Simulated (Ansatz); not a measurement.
Reaction (hydrogenolysis of a C–C bond): `CC[SiH2][GaH2]` + H₂ → `C[SiH2][GaH2]` + CH₄

Gas-phase electronic energies from Ansatz, PBE0-D4/def2-TZVP geometries. CCSD(T)/CBS is the MP2 limit (def2-TZVPP, def2-QZVPP) plus CCSD(T) − MP2 in def2-TZVPP, frozen cores. This one scheme is used for every species. Functionals use def2-TZVPP. For Ga outer-core shells are correlated without core-valence functions, which leaves a few kJ/mol of doubt a bond. Scalar relativity is left out up to krypton. Each species was taken in one conformer, which may not be the lowest.

```csv
level,ΔE (kJ/mol)
r2SCAN-D4,-79.8
B97M-V,-86.3
r2SCAN0,-83.2
SCS-MP2/def2-QZVPP,-77.0
```

What does CCSD(T)/CBS give? (An estimate is asked.)

Computed: -76.2 kJ/mol. The listed levels differ from it by -3.6, -10.1, -7.0, -0.8 kJ/mol.

Largest T1 diagnostic among the species: 0.012.

The D4 term adds +10.5 kJ/mol with B3LYP and +5.8 kJ/mol with PBE0; it sums over pairs of atoms, weighted by their polarisabilities, and B3LYP, whose exchange is more repulsive, gets the larger term. In def2-TZVPP, CCSD(T) changes the Hartree–Fock value by +20.5 kJ/mol (the triples alone add +3.9 kJ/mol) and MP2 by +23.6 kJ/mol. Leaving LDA and LC-ωPBE aside and taking each functional with its dispersion term where it has one, the values, not all of them listed here, spread over 17.2 kJ/mol, from B97M-V to revPBE-D4. LDA lies +8.9 kJ/mol from PBE without D4.

CCSD(T)/CBS has its own doubt, a few kJ/mol and more with outer-core shells, so smaller differences from it don't rank the levels.

B3LYP here is the variant with VWN-RPA as its local correlation; programs differ in this.
